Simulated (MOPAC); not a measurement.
MOPAC input (MNDO):

```
MNDO PRECISE GNORM=0.05 LET XYZ CHARGE=-1 GEO-OK AUX(PRECISION=9) THREADS=1
C2H3O

C     1.18568500 1   -0.00032900 1   -0.46617800 1
C     0.18032100 1   -0.08185900 1    0.39341800 1
O    -1.18095600 1    0.08485800 1   -0.01543700 1
H     2.14850600 1   -0.15859600 1    0.05200700 1
H     0.15785100 1   -0.27079200 1    1.47459100 1
H    -1.05474300 1    0.24365800 1   -0.96653900 1
```

Output:

```
 *******************************************************************************
 **                                                                           **
 **                              MOPAC v23.2.5                                **
 **                                                                           **
 *******************************************************************************
 ** MOPAC's Digital Object Identifier: https://doi.org/10.5281/zenodo.6511958 **
 **                                                                           **
 ** Please cite the open-source release paper for use of this MOPAC version:  **
 ** J. E. Moussa and J. J. P. Stewart (2026)                                  **
 ** MOPAC: An open-source semiempirical molecular orbital program             **
 ** J. Open Source Softw., 11(119), 8025, https://doi.org/10.21105/joss.08025 **
 *******************************************************************************

                              MNDO CALCULATION RESULTS

 *******************************************************************************
 *  MNDO       - The MNDO Hamiltonian to be used
 *  GEO-OK     - OVERRIDE INTERATOMIC DISTANCE AND OTHER SAFETY CHECKS
 *
 *
 *
 *                 CHARGE ON SYSTEM = -1
 *
 *
 *
 *  LET        - OVERRIDE SOME SAFETY CHECKS
 *  PRECISE    - TIGHTER CRITERIA TO BE USED
 *  XYZ        - CARTESIAN COORDINATE SYSTEM TO BE USED
 *  GNORM      - EXIT WHEN GRADIENT NORM DROPS BELOW 0.050
 *  AUX        - OUTPUT AUXILIARY INFORMATION
 *******************************************************************************
MNDO PRECISE GNORM=0.05 LET XYZ CHARGE=-1 GEO-OK AUX(PRECISION=9) THREADS=1
 C2H3O

   ATOM   CHEMICAL          X               Y               Z
  NUMBER   SYMBOL      (ANGSTROMS)     (ANGSTROMS)     (ANGSTROMS)

     1       C          1.18568500  *  -0.00032900  *  -0.46617800  *
     2       C          0.18032100  *  -0.08185900  *   0.39341800  *
     3       O         -1.18095600  *   0.08485800  *  -0.01543700  *
     4       H          2.14850600  *  -0.15859600  *   0.05200700  *
     5       H          0.15785100  *  -0.27079200  *   1.47459100  *
     6       H         -1.05474300  *   0.24365800  *  -0.96653900  *

          CARTESIAN COORDINATES

    NO.       ATOM           X           Y           Z

     1         C          1.1857     -0.0003     -0.4662
     2         C          0.1803     -0.0819      0.3934
     3         O         -1.1810      0.0849     -0.0154
     4         H          2.1485     -0.1586      0.0520
     5         H          0.1579     -0.2708      1.4746
     6         H         -1.0547      0.2437     -0.9665

  H: (MNDO): M.J.S. DEWAR, W. THIEL, J. AM. CHEM. SOC., 99, 4899, (1977)
  C: (MNDO): M.J.S. DEWAR, W. THIEL, J. AM. CHEM. SOC., 99, 4899, (1977)
  O: (MNDO): M.J.S. DEWAR, W. THIEL, J. AM. CHEM. SOC., 99, 4899, (1977)

           Empirical Formula: C2 H3 O  =     6 atoms

      MOLECULAR POINT GROUP   :   Cs

      RHF CALCULATION, NO. OF DOUBLY OCCUPIED LEVELS = 9

          Geometry optimization using EF

          DIAGONAL MATRIX USED AS START HESSIAN

 CYCLE:     1  GRAD.:   111.624 HEAT:  20.85190
 CYCLE:     2  GRAD.:   600.822 HEAT:  54.16006
 CYCLE:     3  GRAD.:   354.180 HEAT:  32.15557
 CYCLE:     4  GRAD.:   231.285 HEAT:  26.87760
 CYCLE:     5  GRAD.:   345.670 HEAT:  47.07872
 CYCLE:     6  GRAD.:   201.091 HEAT:  25.04593
 CYCLE:     7  GRAD.:   379.535 HEAT:  38.30868
 CYCLE:     8  GRAD.:    84.864 HEAT:  17.73144
 CYCLE:     9  GRAD.:   231.117 HEAT:  28.56642
 CYCLE:    10  GRAD.:   137.133 HEAT:  18.62850
 CYCLE:    11  GRAD.:   173.490 HEAT:  22.94415
 CYCLE:    12  GRAD.:    14.434 HEAT:  15.11245
 CYCLE:    13  GRAD.:    11.610 HEAT:  15.06874
 CYCLE:    14  GRAD.:     1.401 HEAT:  15.03088
 CYCLE:    15  GRAD.:     1.419 HEAT:  15.02767
 CYCLE:    16  GRAD.:     0.871 HEAT:  15.02309
 CYCLE:    17  GRAD.:     0.312 HEAT:  15.02126
 CYCLE:    18  GRAD.:     0.139 HEAT:  15.02120
 CYCLE:    19  GRAD.:     0.013 HEAT:  15.02120

     GRADIENT =  0.01276 IS LESS THAN CUTOFF =  0.05000

 -------------------------------------------------------------------------------
 MNDO PRECISE GNORM=0.05 LET XYZ CHARGE=-1 GEO-OK AUX(PRECISION=9) THREADS=1
 C2H3O

     GEOMETRY OPTIMISED USING EIGENVECTOR FOLLOWING (EF).
     SCF FIELD WAS ACHIEVED

                              MNDO CALCULATION
                                                       MOPAC v23.2.5 Linux

          FINAL HEAT OF FORMATION =         15.02120 KCAL/MOL =      62.84868 KJ/MOL

          COSMO AREA              =         79.94 SQUARE ANGSTROMS
          COSMO VOLUME            =         61.87 CUBIC ANGSTROMS

          GRADIENT NORM           =          0.01276          =       0.00521 PER ATOM
          IONIZATION POTENTIAL    =          0.889925 EV
          HOMO LUMO ENERGIES (EV) =         -0.890  9.078
          NO. OF FILLED LEVELS    =          9
          MOLECULAR WEIGHT        =         43.0451         POINT GROUP:  Cs

          MOLECULAR DIMENSIONS (Angstroms)

            Atom       Atom       Distance
            H     6    H     4     3.51400
            H     5    H     4     2.11473
            O     3    H     5     0.00000

          SCF CALCULATIONS        =         20

   ATOM   CHEMICAL          X               Y               Z
  NUMBER   SYMBOL      (ANGSTROMS)     (ANGSTROMS)     (ANGSTROMS)

     1       C          1.19815659  *  -0.01403113  *  -0.39333344  *
     2       C          0.15230873  *  -0.08135289  *   0.40160271  *
     3       O         -1.15550007  *   0.08750012  *  -0.04048071  *
     4       H          2.23503905  *  -0.13050497  *  -0.14158442  *
     5       H          0.12666181  *  -0.27205802  *   1.49408849  *
     6       H         -1.15786116  *   0.25185996  *  -0.97238500  *

                             CARTESIAN COORDINATES

   1    C        1.198156587    -0.014031133    -0.393333439
   2    C        0.152308725    -0.081352893     0.401602713
   3    O       -1.155500065     0.087500118    -0.040480712
   4    H        2.235039047    -0.130504969    -0.141584418
   5    H        0.126661809    -0.272058023     1.494088493
   6    H       -1.157861158     0.251859957    -0.972385001

           Empirical Formula: C2 H3 O  =     6 atoms

      MOLECULAR POINT GROUP   :   Cs

                  EIGENVALUES
 -35.54731 -24.54843 -15.25793 -10.29210  -9.32269  -7.26036  -6.78523  -2.17280
  -0.88992   9.07817  10.60259  11.40308  12.31164  13.23011  14.50961

              NET ATOMIC CHARGES AND DIPOLE CONTRIBUTIONS

  ATOM NO.   TYPE          CHARGE      No. of ELECS.   s-Pop       p-Pop
    1          C          -0.657240        4.6572     1.40381     3.25343
    2          C          -0.085064        4.0851     1.19808     2.88698
    3          O          -0.345494        6.3455     1.81750     4.52799
    4          H          -0.009031        1.0090     1.00903
    5          H          -0.051381        1.0514     1.05138
    6          H           0.148208        0.8518     0.85179
 DIPOLE           X         Y         Z       TOTAL
 POINT-CHG.    -2.997     0.196     0.072     3.004
 HYBRID         0.555    -0.203     0.935     1.107
 SUM           -2.442    -0.008     1.007     2.641

          ATOMIC ORBITAL ELECTRON POPULATIONS

     Atom    s        px        py        pz
    1  C   1.40381   0.85811   0.81622   1.57909
    2  C   1.19808   0.80338   1.23065   0.85295
    3  O   1.81750   1.36803   1.93680   1.22316
    4  H   1.00903
    5  H   1.05138
    6  H   0.85179

 **********************
 *                    *
 * JOB ENDED NORMALLY *
 *                    *
 **********************

 == MOPAC DONE ==
```

The dipole moment of an ion depends on the origin.

The geometry given is a B3LYP-D3(BJ)/def2-TZVP minimum.
